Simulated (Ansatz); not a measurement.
Question: Predict a relaxed structure of `c1cc2sc(-c3cc4sc(-c5cc6sc(-c7cc8sc(-c9cc%10sccc%10s9)cc8s7)cc6s5)cc4s3)cc2s1`, charge 0, singlet, at r2SCAN-D4/def2-SVP (Ansatz).

Answer: 
Cartesian coordinates in Å:
```
C -13.276 4.921 -2.623
C -12.889 3.605 -2.509
C -11.495 3.508 -2.258
S -10.377 2.206 -2.016
C -9.040 3.335 -1.797
C -7.709 2.848 -1.539
C -6.507 3.527 -1.708
C -5.404 2.731 -1.334
S -3.682 2.953 -1.308
C -3.436 1.314 -0.701
C -2.106 0.838 -0.444
C -0.897 1.504 -0.622
C 0.201 0.699 -0.253
S 1.921 0.911 -0.221
C 2.158 -0.725 0.390
C 3.479 -1.225 0.659
C 3.823 -2.405 1.314
C 5.220 -2.571 1.388
S 6.279 -3.774 2.055
C 7.703 -2.871 1.539
C 9.016 -3.388 1.816
C 9.361 -4.564 2.470
C 10.764 -4.726 2.547
S 11.830 -5.927 3.205
C 13.224 -5.025 2.688
C 12.906 -3.854 2.038
C 11.499 -3.685 1.959
S 10.439 -2.483 1.298
C 7.360 -1.693 0.884
C 5.961 -1.530 0.802
S 4.904 -0.330 0.133
C 0.948 -1.392 0.565
C -0.148 -0.584 0.206
S -1.870 -0.796 0.181
C -4.641 0.639 -0.532
C -5.743 1.441 -0.889
S -7.463 1.220 -0.910
C -9.452 4.656 -1.921
C -10.838 4.747 -2.187
S -11.963 6.046 -2.430
H -14.279 5.303 -2.815
H -13.578 2.763 -2.600
H -6.448 4.539 -2.111
H -0.830 2.525 -1.001
H 3.085 -3.093 1.729
H 8.623 -5.263 2.867
H 14.219 -5.419 2.897
H 13.651 -3.161 1.645
H 8.099 -0.994 0.490
H 0.880 -2.421 0.922
H -4.701 -0.388 -0.166
H -8.777 5.504 -1.792
```
 This is one stationary point.

Single mean-field runs in def2-SVP are fitted with def2-universal-jkfit.
